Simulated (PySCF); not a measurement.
## How good is the calculation?

Geometry:
| atom | x (Å) | y (Å) | z (Å) |
| --- | --- | --- | --- |
| C1 | -3.101 | -0.528 | 1.440 |
| O2 | -2.449 | -1.581 | 0.794 |
| C3 | -1.685 | -1.180 | -0.305 |
| C4 | -0.450 | -0.391 | 0.062 |
| C5 | -0.020 | 0.687 | -0.714 |
| C6 | 1.143 | 1.382 | -0.384 |
| C7 | 1.884 | 1.013 | 0.736 |
| C8 | 1.455 | -0.056 | 1.524 |
| C9 | 0.298 | -0.754 | 1.188 |
| H10 | -3.790 | 0.006 | 0.755 |
| H11 | -2.393 | 0.213 | 1.857 |
| H12 | -3.689 | -0.955 | 2.264 |
| H13 | -1.387 | -2.109 | -0.818 |
| H14 | -2.295 | -0.595 | -1.024 |
| H15 | -0.605 | 0.989 | -1.588 |
| H16 | 1.467 | 2.224 | -1.002 |
| H17 | 2.793 | 1.561 | 1.000 |
| H18 | 2.030 | -0.348 | 2.406 |
| H19 | -0.047 | -1.588 | 1.803 |

PySCF calculation with PBE0-D3(BJ)/def2-SVP structure and GIAO B3LYP/pcSseg-1 shieldings; non-relativistic Hamiltonian, one computed conformer, isolated molecule, rapidly exchanging positions averaged.

Reference values: estimated from measurements, as parent shift plus tabulated substituent increment (solution, not stated per compound (mostly CDCl3 or CCl4); Pretsch, Buehlmann, Badertscher, Structure Determination of Organic Compounds, 4th ed. (2009)).
```
atoms  quantity  reference  computed  computed, scaled
C6/C8     δ 13C      128.4     134.5             128.8
C5/C9     δ 13C      127.6     133.1             127.5
   C7     δ 13C      127.6     133.5             127.9
```

Computed shifts are σ(ref) − σ with the named reference compound (TMS for H and C) calculated as an isolated molecule at the same level. The measured values may be among those fitted. Shieldings were converted by linear fits to measured shifts (mostly CDCl3, TMS scale, for H and C): 13C: δ = 171.84 − 0.962σ (rms 1.1 ppm, 42 shifts, 1.5 ppm with the 1 outlier that the fit left out). A few per cent of atoms miss by over 2 rms, more outside the fitted compound classes.

Question: How far are the unscaled 13C shifts from the references?

Answer: Mean signed difference +5.83 ppm, mean absolute 5.83 ppm over 3 comparisons; the largest is +6.1 ppm at C6/C8 (aromatic CH).
